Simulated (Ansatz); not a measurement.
Ba2Se2, relaxed as a singlet with RKS PBE-D4/def2-SVP in Ansatz, starting from the GFN2-xTB geometry. Force threshold 0.02 eV/Å.

In the def2 sets Ba takes a core potential; there is no spin–orbit coupling. The structure comes from a short search, and lower isomers may exist.

Start:

```
atom   x (Å)   y (Å)   z (Å)
 Ba1   1.550  -1.110  -0.185
 Ba2  -1.549   1.108   0.195
 Se3  -1.258  -1.779   0.113
 Se4   1.257   1.781  -0.123
```

Estimate the energy that the relaxation releases and the steps that it takes.

0.14 eV, in 5 steps; 7 s on 4 threads of Arm Neoverse V1 on a shared host. No frequencies were taken in this run, so the end may be a saddle point.

Does the start keep its bonding and symmetry?

By distances, no bond broke or formed. The bond that changes most is Ba2–Se3, from 2.90 to 2.94 Å (atoms count from 1). Point group D2h at the start, D2h at the end, both within 0.05 Å; within 0.015 Å the end is C2v.

Predict the relaxed structure.


```xyz
4

Ba    1.671   -1.196   -0.213
Ba   -1.673    1.196    0.197
Se   -1.202   -1.701    0.121
Se    1.204    1.701   -0.105
```
Bond lengths (bridged metal pairs left out): 4 × Ba–Se 2.94 Å.
